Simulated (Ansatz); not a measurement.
The same group exchange along the group O, S, Se.

Gas-phase electronic energies from Ansatz, PBE0-D4/def2-TZVP geometries. CCSD(T)/CBS is the MP2 limit (def2-TZVPP, def2-QZVPP) plus CCSD(T) − MP2 in def2-TZVPP, frozen cores. This one scheme is used for every species. DFT in def2-TZVPP. B3LYP here is the variant with VWN-RPA as its local correlation; programs differ in this. For Se outer-core shells are correlated without core-valence functions, which leaves a few kJ/mol of doubt a bond. Scalar relativity is left out up to krypton. One conformer a species, not always the lowest.

```csv
reaction,CCSD/CBS(def2) (kJ/mol),r2SCAN-D4 (kJ/mol),B3LYP-D4 (kJ/mol)
`OC1C[SiH2]1` + CH₄ → `CC1C[SiH2]1` + H₂O,-55,-44,-43
`SC1C[SiH2]1` + CH₄ → `CC1C[SiH2]1` + H₂S,0,3,4
`[SeH]C1C[SiH2]1` + CH₄ → `CC1C[SiH2]1` + H₂Se,7,7,9
```

(1) Give the CCSD(T)/CBS values in the same order. (An estimate is asked.)

Largest T1 diagnostic: 0.012, for `SC1C[SiH2]1`.

Answers

(1) The calculation gave: -55, 2, 9 kJ/mol.
